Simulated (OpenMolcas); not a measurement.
Computed levels of 4f⁹ in ions with 63 electrons, in cm-1 above ⁶H°_15/2.

* Program: OpenMolcas 26.06
* Method: CASSCF
* Basis: ANO-R3
* Scalar Hamiltonian: X2C, finite nucleus
* Spin-orbit coupling: state interaction with AMFI integrals over the reference wave functions, term energies averaged over their components

Active space for each ion: 9 electrons in 7 orbitals (4f).

| Level | Tb2+ | Ho4+ |
| --- | --- | --- |
| ⁶H°_13/2 | 2908 | 4254 |
| ⁶H°_11/2 | 5032 | 7219 |
| ⁶H°_9/2 | 6681 | 9519 |
| ⁶H°_7/2 | 7971 | 11333 |
| ⁶F°_11/2 | 8816 | 11040 |
| ⁶H°_5/2 | 8946 | 12709 |
| ⁶F°_9/2 | 10076 | 12607 |
| ⁶F°_7/2 | 11664 | 14977 |
| ⁶F°_5/2 | 12870 | 16712 |

Question: Estimate ⁶H°_5/2, ⁶F°_11/2, ⁶F°_9/2 for Dy3+ from its neighbours Tb2+ and Ho4+.

Answer: ⁶H°_5/2 is fine structure, which grows about as the fourth power of a screened charge, so the fourth roots are averaged: ((8946^0.25 + 12709^0.25) / 2)^4 = 10704. The calculation gives 10746, so the estimate is off by -0.4 %.
⁶F°_11/2 is another term, which grows about linearly with the charge: (8816 + 11040) / 2 = 9928. The calculation gives 9932, so the estimate is off by 0 %.
⁶F°_9/2 is another term, which grows about linearly with the charge: (10076 + 12607) / 2 = 11342. The calculation gives 11359, so the estimate is off by -0.1 %.

High states are left out of the spin-orbit mixing, which shifts the levels that they would mix with. Without dynamic correlation excited terms often stand tens of per cent too high (terms of higher spin than the ground term too low), and those without a measured partner can miss by more than the paired ones. Only configurations of the active space appear.

° marks odd parity.
